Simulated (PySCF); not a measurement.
PySCF input for 1,3-dichlorobuta-1,2-diene (C4H4Cl2), SMILES CC(Cl)=C=CCl, PBE-D3(BJ)/def2-SVP. The structure is a stationary point at PBE-D3(BJ)/def2-SVP.

```python
import numpy as np
from pyscf import gto, scf, dft, df
from pyscf.hessian import thermo

mol = gto.M(
    atom='''
    C    -1.96983421   -1.37768972    0.40429941
    C    -1.06663807   -0.33932535   -0.19185627
    Cl   -1.91816380    1.05036038   -0.87886295
    C     0.25159584   -0.38056671   -0.24462114
    C     1.56455507   -0.44284480   -0.29310336
    Cl    2.61412161    0.18805376    0.96198280
    H    -2.67075151   -1.76437528   -0.36398676
    H    -1.38077598   -2.21843669    0.81607436
    H    -2.58179761   -0.93105604    1.21487743
    H     2.12397062   -0.89661264   -1.12831433
    ''',
    basis='def2-SVP',
    charge=0,
    spin=0,
    max_memory=1600,
    verbose=3,
)
mf = dft.RKS(mol, xc='pbe').density_fit(auxbasis='def2-universal-jkfit')
mf.disp = 'd3bj'
mf.grids.level = 3
mf.conv_tol = 1e-11
mf.max_cycle = 100
mf.kernel()

# [left out here: the lines that compute and print the analytic Hessian (its translational invariance restored by hand, since the grid's response is missing), thermochemistry and intensities]
```

Program output:

```
converged SCF energy = -1074.1976828993

WARN: DFTD3 does not support analytical Hessian, using finite difference


WARN: Mole.unit (angstrom) is changed to Bohr

Mode                                 0                   1                   2
Irrep
Freq [cm^-1]                       87.8121            104.4158            184.3429
Reduced mass [au]                  12.8432              4.8442              1.0785
Force const [Dyne/A]                0.0583              0.0311              0.0216
Char temp [K]                     126.3421            150.2311            265.2284
Normal mode                   x     y     z       x     y     z       x     y     z
       0   C                 0.06  0.02  0.02   -0.10 -0.04 -0.09   -0.03  0.00  0.00
       1   C                 0.00  0.06 -0.00   -0.04 -0.02  0.04   -0.01 -0.02 -0.02
       2  Cl                -0.09 -0.02 -0.04    0.01 -0.00 -0.01   -0.00 -0.01 -0.02
       3   C                 0.00  0.12  0.02   -0.04  0.00  0.14   -0.01  0.00  0.03
       4   C                 0.00  0.04  0.02   -0.04  0.02  0.07   -0.01  0.03  0.01
       5  Cl                 0.06 -0.06  0.02    0.08  0.02 -0.03    0.02  0.00  0.01
       6   H                 0.10 -0.05  0.02    0.01 -0.04 -0.19   -0.40  0.40  0.15
       7   H                 0.12  0.07  0.04   -0.14 -0.04 -0.03   -0.07 -0.25 -0.46
       8   H                 0.03 -0.00 -0.00   -0.22 -0.07 -0.16    0.38 -0.10  0.37
       9   H                -0.03  0.01  0.01   -0.10  0.03  0.02   -0.02  0.06 -0.01
Mode                                 3                   4                   5
Irrep
Freq [cm^-1]                      234.5594            290.4177            380.3843
Reduced mass [au]                   3.6948              3.4755              4.5217
Force const [Dyne/A]                0.1198              0.1727              0.3855
Char temp [K]                     337.4787            417.8464            547.2883
Normal mode                   x     y     z       x     y     z       x     y     z
       0   C                -0.04 -0.00  0.06   -0.10  0.11 -0.03    0.00 -0.06  0.05
       1   C                -0.02 -0.03  0.03    0.04 -0.03 -0.05   -0.07 -0.09 -0.15
       2  Cl                 0.05 -0.03 -0.02   -0.05 -0.04  0.03   -0.00  0.05 -0.00
       3   C                -0.02  0.01  0.02    0.05 -0.06 -0.07   -0.05 -0.05 -0.04
       4   C                -0.01  0.18 -0.09    0.06  0.01 -0.02   -0.04  0.02  0.05
       5  Cl                -0.01 -0.04  0.01    0.04  0.01  0.03    0.05  0.01  0.02
       6   H                -0.02 -0.06  0.06   -0.11  0.15 -0.04   -0.06 -0.25  0.21
       7   H                -0.06  0.03  0.14   -0.26  0.06  0.10    0.10  0.06  0.15
       8   H                -0.06  0.06  0.00   -0.10  0.28 -0.13    0.08  0.06  0.05
       9   H                -0.02  0.37 -0.20    0.11  0.05 -0.00   -0.02  0.05  0.04
Mode                                 6                   7                   8
Irrep
Freq [cm^-1]                      479.4678            515.1626            620.6498
Reduced mass [au]                   6.5786              7.1122              5.5700
Force const [Dyne/A]                0.8911              1.1121              1.2641
Char temp [K]                     689.8474            741.2043            892.9769
Normal mode                   x     y     z       x     y     z       x     y     z
       0   C                -0.01 -0.04  0.02    0.05  0.03 -0.02   -0.07 -0.10  0.05
       1   C                -0.00  0.04  0.13    0.05 -0.02 -0.07    0.05 -0.12  0.03
       2  Cl                -0.04  0.05 -0.04   -0.04  0.03 -0.01   -0.02  0.05 -0.02
       3   C                 0.00 -0.16 -0.05    0.05 -0.10  0.19    0.07  0.12  0.01
       4   C                 0.03  0.01 -0.04    0.05  0.01 -0.01    0.08 -0.03 -0.04
       5  Cl                 0.03  0.01  0.03   -0.04 -0.01 -0.02   -0.01  0.00 -0.00
       6   H                 0.06  0.00 -0.07    0.01 -0.02  0.05   -0.09 -0.02  0.03
       7   H                 0.03 -0.06 -0.07    0.06  0.06  0.04   -0.21 -0.17  0.11
       8   H                -0.08 -0.20  0.05    0.10  0.11 -0.02   -0.07  0.00  0.00
       9   H                 0.10  0.11 -0.05   -0.00  0.15 -0.12    0.06 -0.11 -0.01
Mode                                 9                  10                  11
Irrep
Freq [cm^-1]                      735.6225            763.2881            919.0885
Reduced mass [au]                   6.9940              1.3770              2.0052
Force const [Dyne/A]                2.2299              0.4727              0.9980
Char temp [K]                    1058.3970           1098.2016           1322.3637
Normal mode                   x     y     z       x     y     z       x     y     z
       0   C                 0.01 -0.01  0.00    0.00  0.00  0.00    0.13  0.01 -0.01
       1   C                 0.05 -0.03  0.03   -0.00 -0.00 -0.02    0.03 -0.09  0.05
       2  Cl                -0.01  0.01 -0.01   -0.00  0.00  0.00   -0.01  0.02 -0.01
       3   C                 0.02 -0.03 -0.07   -0.00 -0.04  0.03   -0.05 -0.01 -0.01
       4   C                 0.03  0.11  0.19    0.00  0.12 -0.08   -0.10 -0.01 -0.02
       5  Cl                -0.03 -0.03 -0.06    0.00 -0.01  0.01    0.01  0.01  0.01
       6   H                 0.02  0.06 -0.03    0.03  0.01 -0.02    0.09  0.35 -0.14
       7   H                -0.07 -0.06  0.02    0.01 -0.01 -0.03   -0.26 -0.20  0.12
       8   H                -0.00  0.03 -0.03   -0.02 -0.04  0.01    0.08  0.30 -0.21
       9   H                 0.04  0.05  0.24   -0.02 -0.75  0.37   -0.19 -0.04 -0.05
Mode                                12                  13                  14
Irrep
Freq [cm^-1]                      996.7239           1063.0368           1165.9082
Reduced mass [au]                   1.4452              2.4956              1.1795
Force const [Dyne/A]                0.8459              1.6616              0.9447
Char temp [K]                    1434.0638           1529.4733           1677.4822
Normal mode                   x     y     z       x     y     z       x     y     z
       0   C                 0.01  0.06  0.11    0.02 -0.11  0.06   -0.03 -0.01  0.01
       1   C                -0.00 -0.05 -0.09   -0.02  0.17 -0.09    0.07  0.03 -0.02
       2  Cl                 0.00  0.00  0.00    0.01 -0.01  0.00   -0.00 -0.00  0.00
       3   C                -0.00  0.01  0.01    0.00 -0.02  0.02    0.04 -0.02 -0.04
       4   C                -0.00 -0.00  0.01    0.02  0.00  0.00    0.00  0.02  0.04
       5  Cl                 0.00 -0.00  0.00   -0.00 -0.00 -0.00   -0.00  0.01  0.01
       6   H                 0.37  0.23 -0.31   -0.07  0.16  0.00   -0.01 -0.10  0.03
       7   H                -0.01 -0.13 -0.26   -0.37 -0.32  0.19   -0.03 -0.02  0.00
       8   H                -0.38 -0.37  0.05   -0.09  0.08 -0.12   -0.03 -0.09  0.06
       9   H                 0.01  0.08 -0.03    0.08  0.04  0.02   -0.79 -0.18 -0.40
Mode                                15                  16                  17
Irrep
Freq [cm^-1]                     1325.4424           1347.6460           1388.2084
Reduced mass [au]                   1.3724              2.4516              1.0401
Force const [Dyne/A]                1.4205              2.6234              1.1810
Char temp [K]                    1907.0165           1938.9625           1997.3229
Normal mode                   x     y     z       x     y     z       x     y     z
       0   C                -0.04 -0.08  0.04   -0.10 -0.05  0.03   -0.00 -0.02 -0.04
       1   C                -0.08  0.00  0.00    0.15  0.04 -0.03   -0.00 -0.01 -0.02
       2  Cl                 0.00 -0.00  0.00   -0.00  0.00 -0.00    0.00  0.00  0.00
       3   C                -0.01 -0.00 -0.00    0.02 -0.00  0.00    0.00 -0.00 -0.00
       4   C                 0.09  0.00  0.01   -0.13 -0.00 -0.01    0.00  0.00  0.00
       5  Cl                -0.00 -0.00 -0.00    0.00  0.00  0.00   -0.00 -0.00 -0.00
       6   H                 0.13  0.34 -0.31    0.27 -0.09 -0.27   -0.10  0.45 -0.18
       7   H                 0.42  0.18 -0.12    0.06  0.03 -0.02    0.04  0.33  0.61
       8   H                 0.14  0.45 -0.12    0.30  0.15  0.20    0.09 -0.40  0.25
       9   H                -0.11 -0.05 -0.11    0.13  0.07  0.14   -0.00 -0.00 -0.00
Mode                                18                  19                  20
Irrep
Freq [cm^-1]                     1409.7579           2011.2440           2973.6613
Reduced mass [au]                   1.2753             10.8217              1.0360
Force const [Dyne/A]                1.4933             25.7915              5.3977
Char temp [K]                    2028.3278           2893.7324           4278.4366
Normal mode                   x     y     z       x     y     z       x     y     z
       0   C                -0.00 -0.05  0.02    0.01  0.00 -0.00   -0.04 -0.03  0.02
       1   C                 0.09  0.01 -0.01   -0.13 -0.01  0.01   -0.00  0.00 -0.00
       2  Cl                -0.00  0.00 -0.00   -0.00  0.00 -0.00   -0.00  0.00 -0.00
       3   C                 0.02 -0.00  0.00    0.23 -0.01 -0.01    0.00 -0.00  0.00
       4   C                -0.08 -0.00 -0.01   -0.11  0.00  0.00   -0.00 -0.00 -0.00
       5  Cl                 0.00  0.00  0.00   -0.00 -0.00 -0.00   -0.00 -0.00 -0.00
       6   H                -0.41  0.26  0.23    0.02  0.01 -0.02    0.38  0.21  0.43
       7   H                 0.38  0.17 -0.11   -0.02 -0.01  0.00   -0.25  0.35 -0.17
       8   H                -0.44 -0.01 -0.31    0.02  0.02  0.00    0.33 -0.25 -0.45
       9   H                 0.04  0.03  0.07   -0.05  0.03  0.06   -0.00  0.00  0.00
Mode                                21                  22                  23
Irrep
Freq [cm^-1]                     3056.2325           3093.5325           3107.6019
Reduced mass [au]                   1.1025              1.1044              1.0934
Force const [Dyne/A]                6.0672              6.2272              6.2211
Char temp [K]                    4397.2381           4450.9044           4471.1473
Normal mode                   x     y     z       x     y     z       x     y     z
       0   C                 0.00  0.04  0.08   -0.07  0.05 -0.02   -0.00  0.00 -0.00
       1   C                 0.00  0.00  0.00   -0.00  0.00  0.00   -0.00 -0.00  0.00
       2  Cl                -0.00 -0.00 -0.00    0.00 -0.00  0.00   -0.00  0.00 -0.00
       3   C                 0.00  0.00  0.00    0.00 -0.00 -0.00    0.01 -0.00 -0.00
       4   C                -0.00  0.00  0.00    0.00 -0.00 -0.00   -0.05  0.03  0.06
       5  Cl                 0.00 -0.00  0.00    0.00  0.00 -0.00    0.00  0.00  0.00
       6   H                -0.43 -0.23 -0.46    0.19  0.12  0.22    0.01  0.00  0.01
       7   H                -0.00  0.01  0.01    0.45 -0.64  0.31    0.01 -0.01  0.01
       8   H                 0.38 -0.27 -0.49    0.16 -0.12 -0.24    0.00 -0.00 -0.01
       9   H                 0.00 -0.00 -0.00   -0.01  0.01  0.02    0.49 -0.39 -0.72
temperature 298.1500 [K]
pressure 101325.00 [Pa]
Rotational constants [GHz] 4.72017 0.93226 0.82973
Symmetry number 1
Zero-point energy (ZPE) 0.06437 [Eh]   168997.690 [J/mol]
                           tot       elec      trans        rot        vib
Entropy [J/mol/K]       358.148      0.000    168.759    120.778     68.610
Cv [J/mol/K]             98.648      0.000     12.472     12.472     73.705
Cp [J/mol/K]            106.962      0.000     20.786     12.472     73.705
Internal energy [J/mol]                      3718.434   3718.434 180289.644
Internal energy [Eh]   -1074.12618  -1074.19768
Enthalpy [J/mol]                             6197.391   3718.434 180289.644
Enthalpy [Eh]          -1074.12524
Gibbs free energy [J/mol]                  -44118.242 -32291.648 159833.669
Gibbs free energy [Eh] -1074.16591
mode   freq/cm-1   IR/(km/mol)
   1       87.81         0.077
   2      104.42         0.912
   3      184.34         0.450
   4      234.56         0.815
   5      290.42         1.194
   6      380.38         2.762
   7      479.47         0.666
   8      515.16        24.660
   9      620.65        53.951
  10      735.62       122.150
  11      763.29        18.482
  12      919.09        16.609
  13      996.72         1.190
  14     1063.04        78.389
  15     1165.91        22.670
  16     1325.44         7.809
  17     1347.65         4.970
  18     1388.21        11.394
  19     1409.76         5.057
  20     2011.24       162.131
  21     2973.66         8.668
  22     3056.23         2.714
  23     3093.53         3.840
  24     3107.60         1.640
max |gradient| / (hartree/bohr): 4.7530422847521755e-05
APT charges: [-0.0691  0.6462 -0.3916 -0.3902  0.492  -0.367   0.0133  0.0226  0.0137
  0.0301]
```

The calculation finished and met its thresholds.

Cost: very roughly 100 core-seconds.
